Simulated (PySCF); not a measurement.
Polarisability and C₆ of Cl²⁺ (chlorine, charge +2)

[Ne] 3s2 3p3, high-spin 4S determinant. Computed with PySCF 2.14 in aug-cc-pV(5+d)Z (8s7p6d4f3g2h, 136 functions), with the non-relativistic Hamiltonian (point nucleus). Coupled (time-dependent) response in atomic units; α is the mean over directions.

| method | mean α (bohr³) | C₆ (like pair) | S(−4) |
| --- | --- | --- | --- |
| MN15 | 5.940 | 20.34 | 12.19 |

S(−4) is the Cauchy moment in α(ω) = α(0) + S(−4) ω² + …

α(iu) at MN15:

| u (hartree) | α(iu) (bohr³) |
| --- | --- |
| 0 | 5.940 |
| 0.0500 | 5.910 |
| 0.100 | 5.822 |
| 0.200 | 5.504 |
| 0.300 | 5.065 |
| 0.500 | 4.085 |
| 0.750 | 3.011 |
| 1.00 | 2.228 |
| 1.50 | 1.311 |
| 2.00 | 0.8551 |
| 3.00 | 0.4542 |
| 5.00 | 0.2049 |

A single London oscillator, α(iu) = α/(1 + u²/ω²), gives C₆ = (3/4) ω α². Matching the computed C₆ needs ω = 4 × 20.34 / (3 × 5.940²) = 0.769 hartree.

For an ion, C₆ is the dispersion term alone; charge-induced terms of lower order in 1/R come first.
